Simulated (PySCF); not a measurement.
CH₄NO, SMILES C(=[OH+])N, charge +1.

Geometry: PBE-D3(BJ)/def2-TZVP. The isomer is the one that the SMILES or the coordinates give; other isomers of the formula were not compared. The values are those of a single conformer.

Calculation: PBE-D3(BJ)/def2-TZVP (PySCF).

Harmonic, unscaled wavenumbers; measured fundamentals usually lie a few per cent lower.

Computed normal modes with their intensities:
| mode | ν (cm⁻¹) | IR (km/mol) | moving atoms (share of kinetic energy) |
|---|---|---|---|
| 1 | 545 | 5.6 | H 40 %, O 22 %, C 21 %, N 17 % |
| 2 | 589 | 74.0 | H 96 % |
| 3 | 672 | 138.5 | H 83 %, N 14 % |
| 4 | 711 | 115.4 | H 54 %, C 26 %, O 11 %, N 10 % |
| 5 | 1033 | 12.6 | H 73 %, N 19 % |
| 6 | 1042 | 37.0 | H 79 %, C 20 % |
| 7 | 1139 | 160.5 | H 55 %, O 32 %, N 10 % |
| 8 | 1356 | 28.3 | H 81 %, N 12 % |
| 9 | 1399 | 5.1 | H 44 %, C 36 %, O 13 % |
| 10 | 1578 | 28.6 | H 72 %, C 21 % |
| 11 | 1698 | 334.5 | C 48 %, N 25 %, H 22 % |
| 12 | 3127 | 12.2 | H 91 %, C 9 % |
| 13 | 3428 | 169.4 | H 96 % |
| 14 | 3532 | 154.0 | H 91 %, N 9 % |
| 15 | 3569 | 151.7 | H 94 % |
